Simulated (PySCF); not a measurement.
# Fe⁺: excitation energy

Fe⁺ [Ar] 3d6 4s1 (6D) → Fe⁺ [Ar] 3d7 (4F), as a difference of total energies. Calculation: PySCF 2.14, in def2-TZVPPD (6s6p4d2f1g, 67 functions); the non-relativistic Hamiltonian (point nucleus). Correlated levels: valence and next inner shell: [Ne] frozen. The calculations carry no spin-orbit coupling.

```tsv
method	excitation energy (eV)
UHF	1.588
MP2 (valence and next inner shell)	-0.309
SCS-MP2 (valence and next inner shell)	-0.408
CCSD (valence and next inner shell)	0.244
CCSD(T) (valence and next inner shell)	0.174
```

**Question.** How much does correlation contribute at CCSD(T) (valence and next inner shell)?

**Answer.** 0.174 − (1.588) = -1.414 eV, measured against UHF.

These non-relativistic numbers lack the scalar-relativistic shift.

Errors of the correlated levels include the incompleteness of this basis and the frozen core.

For comparison: 0.248 eV (measured; NIST levels, between the centres of gravity of the two terms).
